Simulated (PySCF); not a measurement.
Dipole response of Cu⁺ (copper, charge +1)

[Ar] 3d10, closed-shell 1S. All numbers are calculated (PySCF 2.14, scalar relativity through the core potential, in aug-cc-pwCVDZ-PP with ECP10MDF (6s6p5d3f, 70 functions)). Coupled (time-dependent) response in atomic units; α is the mean over directions. A double-zeta set is small for polarisabilities.

```json
{"method": "UHF", "mean α (bohr³)": "4.208", "C₆ (like pair)": "10.38", "S(−4)": "18.12"}
{"method": "PBE", "mean α (bohr³)": "6.293", "C₆ (like pair)": "14.80", "S(−4)": "58.51"}
{"method": "PBE0", "mean α (bohr³)": "5.492", "C₆ (like pair)": "13.14", "S(−4)": "39.47"}
{"method": "M06-L", "mean α (bohr³)": "6.626", "C₆ (like pair)": "15.81", "S(−4)": "64.32"}
{"method": "LC-wPBE", "mean α (bohr³)": "5.763", "C₆ (like pair)": "13.69", "S(−4)": "45.48"}
```

S(−4) is the Cauchy moment in α(ω) = α(0) + S(−4) ω² + …

α(iu) at PBE:

```csv
u (hartree),α(iu) (bohr³)
0,6.293
0.0500,6.151
0.100,5.771
0.200,4.717
0.300,3.764
0.500,2.595
0.750,1.919
1.00,1.580
1.50,1.223
2.00,1.007
3.00,0.7149
5.00,0.3933
```

For an ion, C₆ is the dispersion term alone; charge-induced terms of lower order in 1/R come first.

Energies and moments cover only the electrons outside the core potential.
